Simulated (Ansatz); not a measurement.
Geometry optimisation, RHF/def2-SVP in Ansatz.

input.yaml

```yaml
crystal:
  periodic: [false, false, false]
  atoms:
    - { symbol: W, position_ang: [-0.000298, -0.120181, 0.096171] }
    - { symbol: F, position_ang: [-0.059556, -0.483595, 1.909077] }
    - { symbol: H, position_ang: [1.485344, 0.38835, 0.708119] }
    - { symbol: H, position_ang: [0.518944, 1.347006, -0.458915] }
    - { symbol: F, position_ang: [-1.5843, 0.766875, 0.448825] }
    - { symbol: F, position_ang: [0.916958, -1.702884, -0.200544] }
    - { symbol: F, position_ang: [-0.467492, -0.325571, -1.693234] }
basis:
  gaussian: { orbitals: def2-SVP }
hamiltonian:
  xc: hf
relax:
  f_tol: 0.03
  max_steps: 50
output:
  orbitals: {}
```

Command:

```bash
$ ansatz run input.yaml --threads 1 --pin off --max-ram 2048MiB --backend cpu --events-out ev --progress --plain --runs-dir out
```

Task: Where does it end, and by what steps?

Result: The run converged. After 4 steps the energy has fallen by 0.064 eV; H3 moved furthest, 0.10 Å.

```
step  energy less start (eV)  largest force component (eV/Å)  accepted
   0                  0.0000                           0.910       yes
   1                 -0.0052                           0.603       yes
   2                 -0.0619                           0.127       yes
   3                 -0.0637                           0.053       yes
   4                 -0.0645                           0.020       yes
```

```xyz
7
Properties=species:S:1:pos:R:3
W 0.015 -0.121 0.118
F -0.131 -0.537 1.921
H 1.501 0.403 0.614
H 0.502 1.354 -0.441
F -1.560 0.800 0.443
F 0.944 -1.695 -0.184
F -0.462 -0.335 -1.662
```

Whether the end is a true minimum wasn't checked by a vibrational analysis.

Run time: 15 s on 1 thread of Arm Neoverse V2, with other jobs on the host, peak memory 0.19 GiB.
